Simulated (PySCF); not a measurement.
AsNF₂, singlet: molecular constants

Method: PySCF, PBE0, basis As def2-TZVP, N def2-TZVP, F def2-TZVP (no relativity, density fitting).

The structure is a minimum.

Z-matrix (Å, degrees; charge 0 multiplicity 1):
```
As
N  1 1.6126
F  1 1.7083 2 133.61
F  1 1.7083 2 133.61 3 180.00
```

- Point group: C2v
- Bond lengths: As–F 1.708 Å (×2), As–N 1.613 Å
- Bond angles: F–As–F 92.8°, F–As–N 133.6° (×2)
- Highest occupied level: -8.61 eV
- Entropy at 298.15 K and 1 bar: 297.3 J/(mol K)
- Heat capacity Cp at 298.15 K: 63.8 J/(mol K)
- Zero-point energy: 18.9 kJ/mol
- Dipole moment: 1.48 D
- Principal quadrupole moments (Buckingham, traceless) about the centre of mass: -6.65, 0.20, 6.44 D Å
- Rotational symmetry number: 2
- Principal polarisabilities: 24.9, 31.0, 46.7 bohr³
- Lowest empty level: -3.63 eV
- Rotational constants: 0.29, 0.1976, 0.1175 cm⁻¹
- Enthalpy at 298.15 K above 0 K: 14.82 kJ/mol
- Atomisation energy without zero-point energy: 967 kJ/mol

Harmonic modes (masses in u: As 74.922, N 14.003, F 18.998):
```json
{"symmetry": "b1", "ω (cm⁻¹)": "127", "IR (km/mol)": "11.3"}
{"symmetry": "b2", "ω (cm⁻¹)": "217", "IR (km/mol)": "18.0"}
{"symmetry": "a1", "ω (cm⁻¹)": "309", "IR (km/mol)": "12.7"}
{"symmetry": "b2", "ω (cm⁻¹)": "704", "IR (km/mol)": "124"}
{"symmetry": "a1", "ω (cm⁻¹)": "718", "IR (km/mol)": "95.1"}
{"symmetry": "a1", "ω (cm⁻¹)": "1091", "IR (km/mol)": "14.1"}
```

In C2v the vibrations span b1 + 2b2 + 3a1. Here b1 is antisymmetric to the molecular plane and b2 lies in it.

Charges (e):
| atom | Mulliken | Löwdin | polar tensor | Mayer order to As1 |
| --- | --- | --- | --- | --- |
| As1 | 0.95 | 0.64 | 1.37 | – |
| N2 | -0.39 | -0.39 | -0.27 | 2.62 |
| F3,4 | -0.28 | -0.12 | -0.55 | 0.95 |

Mulliken populations on As1: s 7.33, p 14.14, d 10.47, f 0.11.

Outer orbital energies (eV). occupied: -15.36, -14.41, -14.21, -13.46, -13.00, -11.26, -9.26, -8.61; empty: -3.63, -2.49, 0.69, 3.52.

Counting electrons, arsenic keeps none of its valence electrons outside its bonds, so the VSEPR class is AX3 and the expected shape is trigonal planar; with unlike ligands the computed point group is C2v.

This need not be the most stable arrangement of these atoms.

The final relaxation and frequency run took 2.5 min on 4 threads of a shared Arm Neoverse V1 host, with 141 basis functions and 13 gradients; the process peaked at 1.5 GiB.
